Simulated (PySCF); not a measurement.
PySCF input (M06-2X/def2-TZVPD):

```python
from pyscf import gto, scf, dft

mol = gto.M(
    atom='''
    I    -1.58539644   -0.61119836   -2.08769335
    Sn   -0.00000000   -0.00000000   -0.00000000
    I     0.54790326    2.63521682   -0.03071067
    I     2.29481000   -1.39569005   -0.17721498
    I    -1.25731683   -0.62832842    2.29561900
    ''',
    basis='def2-tzvpd',
    ecp='def2-tzvp',
    charge=0,
    spin=0,
    verbose=4,
)

mf = dft.RKS(mol, xc='m062x').density_fit(auxbasis='def2-universal-jkfit')
mf.grids.level = 4
mf.conv_tol = 1e-9
mf.max_cycle = 100
mf.max_memory = 1500
mf.kernel()
if not mf.converged:
    mf = mf.newton()
    mf.kernel(mf.make_rdm1())
mf.analyze()
```

End of the output:

```
Extra cycle  E= -1404.96587412007  delta_E= -3.64e-12  |g|= 2.61e-06  |ddm|= 1.08e-05
converged SCF energy = -1404.96587412007
**** SCF Summaries ****
Total Energy =                       -1404.965874120072613
Nuclear Repulsion Energy =             883.957332035252193
One-electron Energy =                -4212.446227980800359
Two-electron Energy =                 1923.523021825475553
Two-electron Coulomb Energy =         2030.252121511631685
DFT Exchange-Correlation Energy =     -106.729099686156061
HOMO-LUMO gap [eV] =                     6.064890657761673
**** MO energy ****
MO #1   energy= -7.1203296129727   occ= 2
MO #2   energy= -7.12032743130417  occ= 2
MO #3   energy= -7.12032413859806  occ= 2
MO #4   energy= -7.12031118343355  occ= 2
MO #5   energy= -5.42276883815997  occ= 2
MO #6   energy= -5.11217312497865  occ= 2
MO #7   energy= -5.11217049131165  occ= 2
MO #8   energy= -5.11216651193042  occ= 2
MO #9   energy= -5.1121541783015   occ= 2
MO #10  energy= -5.10399223624185  occ= 2
MO #11  energy= -5.10399147280386  occ= 2
MO #12  energy= -5.10399044730499  occ= 2
MO #13  energy= -5.1039893174048   occ= 2
MO #14  energy= -5.10398753681456  occ= 2
MO #15  energy= -5.10398688883312  occ= 2
MO #16  energy= -5.10397450695787  occ= 2
MO #17  energy= -5.10397305208822  occ= 2
MO #18  energy= -3.73673047032733  occ= 2
MO #19  energy= -3.73672997399569  occ= 2
MO #20  energy= -3.73672962841456  occ= 2
MO #21  energy= -2.08032194221847  occ= 2
MO #22  energy= -2.08031795113147  occ= 2
MO #23  energy= -2.08030975535237  occ= 2
MO #24  energy= -2.08029194068204  occ= 2
MO #25  energy= -2.07722053624721  occ= 2
MO #26  energy= -2.07721898097759  occ= 2
MO #27  energy= -2.07721618533584  occ= 2
MO #28  energy= -2.07720911077577  occ= 2
MO #29  energy= -2.07720737618701  occ= 2
MO #30  energy= -2.07720183929387  occ= 2
MO #31  energy= -2.07719335548985  occ= 2
MO #32  energy= -2.07719093481279  occ= 2
MO #33  energy= -2.07010454010263  occ= 2
MO #34  energy= -2.07010288790027  occ= 2
MO #35  energy= -2.07010150602415  occ= 2
MO #36  energy= -2.07009907905382  occ= 2
MO #37  energy= -2.07009740378993  occ= 2
MO #38  energy= -2.0700949118967   occ= 2
MO #39  energy= -2.07008412163863  occ= 2
MO #40  energy= -2.07008246491519  occ= 2
MO #41  energy= -1.24737481354019  occ= 2
MO #42  energy= -1.24737316812599  occ= 2
MO #43  energy= -1.247370627566    occ= 2
MO #44  energy= -1.24460169812337  occ= 2
MO #45  energy= -1.24459935246894  occ= 2
MO #46  energy= -0.817967573553151 occ= 2
MO #47  energy= -0.792347178849219 occ= 2
MO #48  energy= -0.792344213047581 occ= 2
MO #49  energy= -0.792341006795799 occ= 2
MO #50  energy= -0.553931743575975 occ= 2
MO #51  energy= -0.408314333865032 occ= 2
MO #52  energy= -0.408313664164828 occ= 2
MO #53  energy= -0.408310325725262 occ= 2
MO #54  energy= -0.354179637571718 occ= 2
MO #55  energy= -0.354175871348819 occ= 2
MO #56  energy= -0.344690909363931 occ= 2
MO #57  energy= -0.344690595836976 occ= 2
MO #58  energy= -0.344686572588232 occ= 2
MO #59  energy= -0.334827719015538 occ= 2
MO #60  energy= -0.334825670747775 occ= 2
MO #61  energy= -0.334822966011798 occ= 2
MO #62  energy= -0.111942343418591 occ= 0
MO #63  energy= -0.0160918613862202 occ= 0
MO #64  energy= -0.0160890778510836 occ= 0
MO #65  energy= -0.0160864012485757 occ= 0
MO #66  energy= -0.00316872229289089 occ= 0
MO #67  energy= 0.00970347535882906 occ= 0
MO #68  energy= 0.00970546853281272 occ= 0
MO #69  energy= 0.00970639778419466 occ= 0
MO #70  energy= 0.0262451665158092 occ= 0
MO #71  energy= 0.0262461879275552 occ= 0
MO #72  energy= 0.0286175768277911 occ= 0
MO #73  energy= 0.0286211937596585 occ= 0
MO #74  energy= 0.0286239941477595 occ= 0
MO #75  energy= 0.0417357085833023 occ= 0
MO #76  energy= 0.0491949509174553 occ= 0
MO #77  energy= 0.0491956458378383 occ= 0
MO #78  energy= 0.0491966188819088 occ= 0
MO #79  energy= 0.0811650516048391 occ= 0
MO #80  energy= 0.0811718993255622 occ= 0
MO #81  energy= 0.081176235872413  occ= 0
MO #82  energy= 0.0939531359649497 occ= 0
MO #83  energy= 0.0939619719482052 occ= 0
MO #84  energy= 0.097428833776512  occ= 0
MO #85  energy= 0.0974291370662276 occ= 0
MO #86  energy= 0.0974333824520236 occ= 0
MO #87  energy= 0.130632493695617  occ= 0
MO #88  energy= 0.130635719411696  occ= 0
MO #89  energy= 0.130637549991061  occ= 0
MO #90  energy= 0.139200675843693  occ= 0
MO #91  energy= 0.143638565156407  occ= 0
MO #92  energy= 0.143642072342273  occ= 0
MO #93  energy= 0.143648076448461  occ= 0
MO #94  energy= 0.14602344490546   occ= 0
MO #95  energy= 0.14602980943267   occ= 0
MO #96  energy= 0.175002189683657  occ= 0
MO #97  energy= 0.175005221270799  occ= 0
MO #98  energy= 0.175142991071078  occ= 0
MO #99  energy= 0.175143312135383  occ= 0
MO #100 energy= 0.175144955831651  occ= 0
MO #101 energy= 0.186681403227177  occ= 0
MO #102 energy= 0.186682293113846  occ= 0
MO #103 energy= 0.186683250291734  occ= 0
MO #104 energy= 0.204076110335291  occ= 0
MO #105 energy= 0.206217034318277  occ= 0
MO #106 energy= 0.206220255760496  occ= 0
MO #107 energy= 0.206222562974593  occ= 0
[...]
```
